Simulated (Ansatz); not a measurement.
Stepwise reaction of `[BH2][GaH2]` with hydrogen fluoride, as a gas-phase model of exchange steps in deposition or etching. ΔE in kJ/mol; ΔG adds harmonic PBE0-D4 terms to CCSD(T)/CBS, at 1 bar.

Isolated molecules relaxed with PBE0-D4/def2-TZVP in Ansatz; ΔE leaves out vibrations. CCSD(T)/CBS adds triple-zeta CCSD(T) − MP2 to the extrapolated MP2 energy (def2 sets, frozen cores). This one scheme is used for every species. DFT in def2-TZVPP. B3LYP here is the variant with VWN-RPA as its local correlation; programs differ in this. For Ga outer-core shells are correlated without core-valence functions, which leaves a few kJ/mol of doubt a bond. Scalar relativity is left out up to krypton. One conformer a species, not always the lowest.

| step | reaction | PBE-D4 | B3LYP-D4 | ωB97M-V | CCSD(T)/CBS | ΔG(500 K) |
| --- | --- | --- | --- | --- | --- | --- |
| 1 | `[BH2][GaH2]` + H–F → `[BH2][GaH][F]` + H₂ | -80.2 | -86.2 | -82.6 | -78.6 | -80.6 |
| 2 | `[BH2][GaH][F]` + H–F → `F[BH][GaH][F]` + H₂ | -121.4 | -120.7 | -118.3 | -108.7 | -110.3 |

(1) By hand: ΔE of the 2 steps together at CCSD(T)/CBS.

Results:

(1) (-78.6) + (-108.7) = -187.3 kJ/mol, or -93.7 kJ/mol a step.

In ΔE each step is lower than the one before. All are downhill at CCSD(T)/CBS. ΔG lies between -110.3 and -80.6 kJ/mol a step. PBE-D4 differs from CCSD(T)/CBS by -12.7 to -1.6 kJ/mol a step. Isolated molecules leave out the surface, adducts and barriers. Largest T1 diagnostic: 0.015.
